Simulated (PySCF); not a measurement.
# Exercise with solution: chemical shift, span and skew from a shielding tensor

Mg(OMe)(SiH3) (CH6MgOSi), SMILES [Mg]([SiH3])[O]C. Atoms are numbered in the order given.

```xyz
10

Mg     0.0000     0.0000    -0.0289
O      0.0000     0.0000    -1.8066
C      0.0000     0.0000    -3.1869
H     -0.9300    -0.4385    -3.6041
H      0.0853     1.0246    -3.6041
H      0.8447    -0.5862    -3.6041
Si     0.0000     0.0000     2.5304
H      0.9820    -0.9774     3.1027
H     -1.3375    -0.3618     3.1027
H      0.3554     1.3392     3.1027
```

The structure is a stationary point at B3LYP-D3(BJ)/def2-SVP. Other conformers were not sampled.

GIAO shieldings from PBE/pcSseg-1 (PySCF), non-relativistic, no solvent. The symmetric part of the tensor of C3 has the principal values 90.2, 90.2, 180.2 ppm. The same nucleus in TMS has σ = 182.0 ppm at this level (PySCF, at its B3LYP-D3(BJ)/def2-TZVP geometry).

Q: Work out the isotropic shielding, the ¹³C shift against TMS, the span and the skew.

A: 
σ(iso) = (σ11 + σ22 + σ33)/3 = 120.2 ppm. δ = σ(ref) − σ(iso) = 182.0 − (120.2) = 61.8 ppm.
Span Ω = σ33 − σ11 = 90.0 ppm. Skew κ = 3(σ(iso) − σ22)/Ω = 1.00, an axial tensor. Tumbling in solution averages the tensor to δ; in a static solid the shielding alone would spread this spin-1/2 line over Ω.
